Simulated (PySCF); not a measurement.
SMILES C[SiH2]B(O)O, singlet at its GFN2-xTB optimised geometry (Å):

```
12

C      1.5818    -1.1940     0.0855
Si     0.9056     0.5952     0.0000
B     -1.0735     0.5952     0.0000
O     -1.7071     1.7870     0.0000
O     -1.8766    -0.5103    -0.0011
H      1.2603    -1.7870    -0.7677
H      1.2501    -1.7069     0.9855
H      2.6663    -1.2025     0.0919
H      1.5153     1.3160     1.1323
H      1.5123     1.1987    -1.2014
H     -2.6663     1.7328    -0.0007
H     -1.4475    -1.3639    -0.0003
```

Method: PBE0/def2-TZVP run with PySCF.

Map of the deformation density (molecule minus spherical neutral atoms) (e/bohr³) on the plane z = 1.0 Å:

```
|.........................|
|.........................|
|.........................|
|.........................|
|.........................|
|.........................|
|....   ....      ........|
|....    ..    ..   ......|
|...     ..    .::. ......|
|....         .:*+.  .....|
|....        . :=-.  .....|
|.....          ..   .....|
|........             ....|
|.........            ....|
|.........      .     ....|
|.......       .-:     ...|
|......        .@-    ....|
|.......        ..    ....|
|............       ......|
|..............    .......|
|.........................|
|.........................|
|.........................|
|.........................|
|.........................|
```
Scale: ten equal steps from -0.013 (start of ' ') to 0.108 (end of '@'), in the order ' .:-=+*#%@'; x runs from -5.00 to 5.00, y from -5.00 (bottom) to 5.00 (top).
